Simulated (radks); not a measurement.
The osmium ion Os56+, configuration [Ar] 3d2. Method: Dirac Kohn-Sham, LB94 model potential, spin-unpolarised, spherical densities, finite nucleus; open shells fill j = l - 1/2 first; Fermi nuclear charge, rms radius 5.4126 fm; computed with a radial shooting solver on a logarithmic mesh with Libxc functionals.

Unscreened Slater integrals over Kohn-Sham orbitals (cm^-1). Large and small components are both included. Empty in this configuration: 3d5/2.

integral,value
"F0(3d3/2,3d3/2)",1254000
"F2(3d3/2,3d3/2)",643900
"F0(3d3/2,3p3/2)",1136900
"F2(3d3/2,3p3/2)",533710
"G1(3d3/2,3p3/2)",541110
"G3(3d3/2,3p3/2)",366470
"F0(3d3/2,3p1/2)",1185500
"G1(3d3/2,3p1/2)",623810
"F0(3d3/2,3s1/2)",1142600
"G2(3d3/2,3s1/2)",438520
"F0(3d3/2,3d5/2)",1238500
"F2(3d3/2,3d5/2)",638550
"G2(3d3/2,3d5/2)",625060
"G4(3d3/2,3d5/2)",404490
"F0(3p3/2,3p3/2)",1069400
"F2(3p3/2,3p3/2)",532210
"F0(3p3/2,3p1/2)",1106800
"G2(3p3/2,3p1/2)",533250
"F0(3p3/2,3s1/2)",1072700
"G1(3p3/2,3s1/2)",693790
"F0(3p3/2,3d5/2)",1125600
"F2(3p3/2,3d5/2)",536010
"G1(3p3/2,3d5/2)",552780
"G3(3p3/2,3d5/2)",374560
"F0(3p1/2,3p1/2)",1150400
"F0(3p1/2,3s1/2)",1110200
"G1(3p1/2,3s1/2)",689560
"F0(3p1/2,3d5/2)",1172600
"G3(3p1/2,3d5/2)",411810
"F0(3s1/2,3s1/2)",1078400
"F0(3s1/2,3d5/2)",1131500
"G2(3s1/2,3d5/2)",445950
"F0(3d5/2,3d5/2)",1223700
"F2(3d5/2,3d5/2)",634150
"F4(3d5/2,3d5/2)",410580
